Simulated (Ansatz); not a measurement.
The molecule SbS, multiplicity 4 (an upper state: multiplicity 2 came lower at CCSD(T)/def2-TZVPP on PBE0 minima). No spin–orbit coupling.

Seven points along R, fitted to fifth degree in 1/R; most abundant isotopes. In def2 and cc sets the state is the lowest found near the PBE0 minimum, followed along R.

The values were computed with Ansatz (Gaussian basis) for Hartree–Fock, density functionals and correlated methods.  In def2 rows elements past Kr take small-core potentials, without spin–orbit coupling.

Energies at PBE0/def2-TZVPP:

```json
[
 {"R (Å)": "2.281998", "E (hartree)": "-638.26561876"},
 {"R (Å)": "2.343342", "E (hartree)": "-638.27043859"},
 {"R (Å)": "2.399779", "E (hartree)": "-638.27273347"},
 {"R (Å)": "2.463577", "E (hartree)": "-638.27336668"},
 {"R (Å)": "2.527374", "E (hartree)": "-638.27236232"},
 {"R (Å)": "2.600987", "E (hartree)": "-638.26965447"},
 {"R (Å)": "2.686869", "E (hartree)": "-638.26496831"}
]
```

Question: With a reduced mass of 25.2855 u, find the minimum, the force constant and the constants.

Answer: A fifth-degree polynomial in 1/R puts the minimum at r_e = 2.4538 Å with force constant 182 N/m. Then ω_e = (1/2πc)√(k/μ) = 349 cm⁻¹ and B_e = h/(8π²cμr_e²) = 0.1107 cm⁻¹; the cubic and quartic terms give α_e = 0.00047 and ω_e x_e = 1.1 cm⁻¹.

Ansatz is a first-principles code.
